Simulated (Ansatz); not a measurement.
Basis-set extrapolation for CH6AlNOS (`N[CH2][Al]([OH])[SH]`) (PBE0-D4/def2-TZVP geometry, frozen core, Ansatz). Multiplicity 1, RHF reference.

```tsv
	def2-TZVPP	def2-QZVPP
HF	-810.314599	-810.341314
MP2 correlation	-0.885456	-0.954162
CCSD(T) correlation	-0.964326	not run
```

Energies in hartree. Use E(X) = E(∞) + A·exp(−7.88·√X) for Hartree–Fock and E(X) = E(∞) + B·X^(−2.97) for correlation, with X = 3 and 4, and add CCSD(T) minus MP2 of the smaller set to the MP2 limit.

Task: What is the CCSD(T) energy at the basis-set limit?

Result: HF limit: -810.341314 + (-0.026715) × 0.13774 = -810.34499. MP2 limit: -0.954162 + (-0.068706) × 0.74074 = -1.00506. Higher-order term: -0.964326 − (-0.885456) = -0.07887. Total: -811.42892 hartree, 393.8 kJ/mol below CCSD(T)/def2-TZVPP.
